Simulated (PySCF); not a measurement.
(trifluorovinyl)benzene, C8H5F3.
Atom-mapped SMILES: `[F:1][C:2]([F:3])=[C:4]([F:5])[c:6]1[cH:7][cH:8][cH:9][cH:10][cH:11]1` (hydrogens: H12 on C7; H13 on C8; H14 on C9; H15 on C10; H16 on C11)

Geometry (PBE0-D3(BJ)/def2-SVP, Å), atoms numbered from 1 in this order:
```xyz
16
C8H5F3 angstrom
F      4.0599   -0.2272   -0.4818
C      2.8132    0.1595   -0.5317
F      2.6686    1.2617   -1.2256
C      1.8087   -0.5059    0.0557
F      2.1707   -1.6102    0.7219
C      0.3811   -0.1917    0.0734
C     -0.4633   -1.0397    0.8074
C     -1.8335   -0.8048    0.8586
C     -2.3863    0.2798    0.1814
C     -1.5537    1.1277   -0.5490
C     -0.1831    0.9011   -0.6081
H     -0.0336   -1.8906    1.3366
H     -2.4735   -1.4785    1.4330
H     -3.4622    0.4641    0.2201
H     -1.9768    1.9805   -1.0849
H      0.4454    1.5759   -1.1880
```

The calculation used TDDFT wB97X-D/def2-SVPD, vertical, gas phase, core orbitals frozen in the response (PySCF).

Kohn–Sham orbitals with the atoms that hold most of them (Löwdin shares over 4%, at most four atoms; ? is withheld):

| orbital | ε (eV) | atoms |
| --- | --- | --- |
| LUMO+2 | 2.20 | C2 26%, C4 15%, C11 7%, F1 7% |
| LUMO+1 | 1.17 | C10 20%, C7 19%, C8 18%, C11 18% |
| LUMO | ? | ? |
| HOMO | -8.46 | C2 18%, C4 16%, C9 12%, C6 11% |
| HOMO-1 | -9.45 | ? |
| HOMO-2 | -10.57 | C4 17%, C9 16%, C6 14%, F5 11% |
| HOMO-3 | -11.94 | C8 13%, C10 12%, C7 12%, C11 12% |

**Question.** Which atoms hold the HOMO-1, and with what shares?

**Answer.** C7 (bonded to 2 C and H) 21%; C10 (bonded to 2 C and H) 21%; C11 (bonded to 2 C and H) 20%; C8 (bonded to 2 C and H) 20%.

**Question.** Give the leading atoms of the LUMO.

**Answer.** C9 (bonded to 2 C and H) 16%; C6 (bonded to 3 C) 16%; C2 (bonded to C and 2 F) 14%; C11 (bonded to 2 C and H) 10%.

**Question.** What is the LUMO energy, and the HOMO–LUMO gap?

**Answer.** ε(LUMO) = 0.42 eV; the gap is 8.88 eV (0.3263 hartree).

**Question.** How does S1 compare with the orbital gap of 8.88 eV?

**Answer.** S1 is at 5.11 eV (f = 0.024), 3.77 eV below the gap, made of HOMO→LUMO+1 (48%), HOMO-1→LUMO (39%). Its leading pair isn't HOMO and LUMO; the energies of that pair differ by 9.63 eV. Without the coupling terms of the response equations the lowest excitation would equal the gap.

**Question.** One configuration dominates each of S2, S5 and S7. Which, and how do the shares of the two leading atoms of either orbital change from the occupied to the empty one?

**Answer.** 
- S2 (5.28 eV, f 0.406), HOMO→LUMO (87%): C2 18% → 14%, C4 16% → at most 10%, C9 12% → 16%, C6 11% → 16%
- S5 (6.63 eV, f 0.411), HOMO-1→LUMO+1 (70%): C7 21% → 19%, C10 21% → 20%
- S7 (7.27 eV, f 0.200), HOMO-2→LUMO (71%): C4 17% → at most 10%, C9 16% → 16%, C6 14% → 16%

Löwdin shares depend on the basis, the more so with diffuse functions.

One conformer stands for the species.
